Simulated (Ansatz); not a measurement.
AuCl (SMILES [Cl][Au]), singlet, at a GFN2-xTB geometry (such geometries of metal compounds can be far from the true shape) (core potentials on Au), atoms displaced at random by about 0.05 Å a coordinate. Base run: PBE/def2-SVP in Ansatz (a quantum-chemistry and plane-wave program).

Ansatz was given this input:
Ansatz 0.2 input:
```yaml
crystal:
  periodic: [false, false, false]
  atoms:
    - {symbol: Au, position_ang: [0.03917683, 0.07031301, -0.37828285]}
    - {symbol: Cl, position_ang: [-0.11268740, 0.07229508, 1.83456184]}
basis:
  gaussian:
    orbitals: def2-SVP
hamiltonian:
  xc: pbe
relax: {}
```

Each row names what was changed in the base input (with any setting that the change needs).

```tsv
change	ΔE vs base (kcal/mol)	optimiser steps
base	0.000	3
relax = f_tol: 0.002	0.000	4
relax = max_displacement: 0.02	0.000	3
relax = f_tol: 0.05	0.000	3
relax = f_tol: 0.1	0.004	2
relax = max_displacement: 0.5	0.000	3
relax = f_tol: 0.0005	0.000	4
```
